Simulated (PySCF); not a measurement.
Compound: C9H7F.
InChI=1S/C9H7F/c1-2-3-8-4-6-9(10)7-5-8/h4-7H,1H3

Level of theory: PySCF, PBE0-D3(BJ)/def2-SVP geometry optimisation, gas phase.

Take the most abundant isotopes and a rigid rotor. 

Q: Give the principal moments of inertia and the rotational constants in cm⁻¹.

A: Ia = 92.20, Ib = 881.08, Ic = 970.04 u·Å²; 505379 MHz·u·Å²/I gives 5482, 573.6 and 521.0 MHz, that is A = 0.18284, B = 0.01913, C = 0.01738 cm⁻¹.

Q: Classify the top.

A: A near-prolate asymmetric top; Ray's κ = -0.979.

Q: Is it planar, by Δ = Ic − Ia − Ib?

A: Not planar: Δ = Ic − Ia − Ib = -3.24 u·Å². For a rigid frame Δ = −2 Σ m c², so Σ m c² = 1.62 u·Å² lies off the ab plane: 1.60 from hydrogen and 0.02 from heavier atoms. The atom farthest from that plane is 0.96 Å away.

Q: Give the coordinates in the principal-axis frame, origin at the centre of mass.

A: The sense of each axis is arbitrary; atoms in the order of the calculation.
```tsv
atom	mass (u)	a (Å)	b (Å)	c (Å)
C1	12.000	-4.646	0.000	0.021
C2	12.000	-3.193	-0.002	0.004
C3	12.000	-1.979	0.002	-0.013
C4	12.000	-0.550	0.001	-0.016
C5	12.000	0.168	-1.208	-0.014
C6	12.000	1.558	-1.213	-0.004
C7	12.000	2.238	0.000	0.004
F8	18.998	3.570	-0.001	0.020
C9	12.000	1.559	1.213	-0.004
C10	12.000	0.170	1.209	-0.013
H11	1.008	-5.033	0.427	0.959
H12	1.008	-5.053	0.597	-0.811
H13	1.008	-5.045	-1.022	-0.072
H14	1.008	-0.379	-2.152	-0.017
H15	1.008	2.126	-2.145	0.000
H16	1.008	2.128	2.144	0.000
H17	1.008	-0.377	2.154	-0.017
```

Q: Which lines would a microwave search look for?

A: The dipole components are |μa| = 1.85 D, |μb| = 0.00 D, |μc| = 0.01 D. Intensities carry the squares of the components, which stand as 1.00 : 0.00 : 0.00 (a : b : c). Some lines, for components of 0.1 D or more:

```
type  branch         J(Ka,Kc)   MHz  lower level (cm⁻¹)
   a       Q  3(1,2) ← 3(1,3)   316               0.378
   a       R  1(0,1) ← 0(0,0)  1095               0.000
   a       R  2(1,2) ← 1(1,1)  2137               0.200
   a       R  2(0,2) ← 1(0,1)  2189               0.037
   a       R  2(1,1) ← 1(1,0)  2242               0.202
   a       R  3(1,3) ← 2(1,2)  3205               0.271
   a       R  3(0,3) ← 2(0,2)  3282               0.110
   a       R  3(2,2) ← 2(2,1)  3284               0.768
   a       R  3(2,1) ← 2(2,0)  3285               0.768
   a       R  3(1,2) ← 2(1,1)  3362               0.277
```

Stationary, but not proved a minimum. These are rigid-rotor constants of the computed structure; measured ground-state constants (B0) also hold zero-point vibration. A rigid rotor knows nothing of internal rotation, which can split or shift real lines.

Hardware: Arm Neoverse N1, one thread, shared host with 64 logical CPUs at a one-minute load of 56. Cost: 3.2 min of wall time, 0.70 GiB resident at most. This is the geometry optimisation.
